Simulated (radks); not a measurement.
All-electron atom: the hafnium ion Hf21+ in [Kr] 4d10 4f5. Method: scalar-relativistic Kohn-Sham, SCAN, spin-polarised, spherical densities, finite nucleus; open shells are filled with parallel spins first (spin-orbit coupling, left out, can overturn this in heavy ions); meta-GGA in the generalised Kohn-Sham scheme; Fermi nuclear charge, rms radius 5.347 fm; computed with a radial shooting solver on a logarithmic mesh with Libxc functionals. Some entries of the table are withheld. Estimate them.

orbital  occ.  eigenvalue (eV)  r(max) (bohr)
1s down     1        -65944.25        0.01190
1s up       1        -65944.22        0.01190
2s up       1        -11795.14        0.06801
2s down     1        -11794.88        0.06801
2p up       3        -10425.60        0.05568
2p down     3        -10425.41        0.05568
3s up       1        -3162.411         0.1919
3s down     1        -3157.244         0.1918
3p up       3        -2750.460         0.1896
3p down     3        -2745.072         0.1895
3d up       5              (1)         0.1549
3d down     5              (2)         0.1547
4s up       1        -1088.807            (3)
4s down     1        -1079.458            (4)
4p up       3        -947.3794         0.4490
4p down     3        -938.2858         0.4492
4d up       5        -764.9584         0.4546
4d down     5        -755.6709         0.4552
4f up       5        -563.9678         0.4076

Answer. 
(1) 3d up eigenvalue (eV): -2262.172
(2) 3d down eigenvalue (eV): -2257.806
(3) 4s up r(max) (bohr): 0.4314
(4) 4s down r(max) (bohr): 0.4315
